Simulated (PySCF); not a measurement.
A calculated (BLYP, PySCF 2.14, dyall-acv3z, the spin-free X2C one-electron Hamiltonian (Gaussian nucleus)) atom or ion has these occupied shells.

```tsv
shell	electrons	orbital energy (eV)	rms radius, mean of both spins (bohr)
1s	2	-3528.2	0.0938
2s	2	-359.37	0.422
2p	6	-286.31	0.390
3s	2	-41.257	1.36
3p	6	-24.737	1.56
```

**Question.** Name the element and its charge.

**Answer.** K⁺ (potassium, charge +1), in [Ar], closed-shell 1S.
